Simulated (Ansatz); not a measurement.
Born–Oppenheimer molecular dynamics of C$_{2}$H$_{11}$AlSi$_{2}$ (16 atoms, charge 0, multiplicity 1). It starts from a relaxed structure.

Level of theory: UHF/STO-3G in Ansatz 0.2.0.

| Quantity | Value |
| --- | --- |
| ensemble | NVT, Langevin thermostat |
| time step | 0.5 fs |
| steps asked | 100 |
| set temperature | 500 K |
| friction | 0.005 /fs |
| seed | 550312 |

First frame:

```xyz
16
Properties=species:S:1:pos:R:3
C 0.135 2.837 -0.021
Al 0.481 1.392 1.168
Si 1.299 -0.594 0.355
C 0.169 -1.422 -0.894
Si -1.488 -1.959 -0.238
H -0.602 2.572 -0.771
H 1.025 3.132 -0.565
H -0.234 3.721 0.482
H 0.220 1.578 2.611
H 2.564 -0.418 -0.285
H 1.537 -1.549 1.388
H 0.671 -2.286 -1.310
H 0.006 -0.749 -1.726
H -2.330 -2.447 -1.276
H -1.338 -2.979 0.744
H -2.137 -0.852 0.380
```

(1) How far do the bonds stretch over the last three quarters of this one trajectory? (Pairs bonded in most of those frames.)

Results:

(1) 
```csv
bond,mean (Å),spread (Å),shortest,longest
C1–Al2,1.917,0.041,1.85,1.98
C1–H6,1.085,0.017,1.06,1.11
C1–H7,1.086,0.013,1.06,1.11
C1–H8,1.084,0.032,1.03,1.14
Al2–Si3,2.313,0.070,2.20,2.39
Al2–H9,1.481,0.042,1.42,1.54
Si3–C4,1.889,0.049,1.82,1.98
Si3–H10,1.433,0.013,1.41,1.46
Si3–H11,1.427,0.038,1.37,1.48
C4–Si5,1.861,0.033,1.82,1.92
C4–H12,1.085,0.029,1.04,1.13
C4–H13,1.084,0.013,1.06,1.11
Si5–H14,1.426,0.024,1.39,1.47
Si5–H15,1.424,0.018,1.40,1.46
Si5–H16,1.425,0.008,1.41,1.44
```

Mean temperature of the second half: 322 K. The mean temperature of the second half is 36 % below the set value. A run of 0.05 ps of so small a system gives no equilibrium averages. Limits of this set-up: minimal basis.

Run time: 4.1 min on 1 thread of Arm Neoverse N1, on a shared host, peak memory 0.13 GiB.
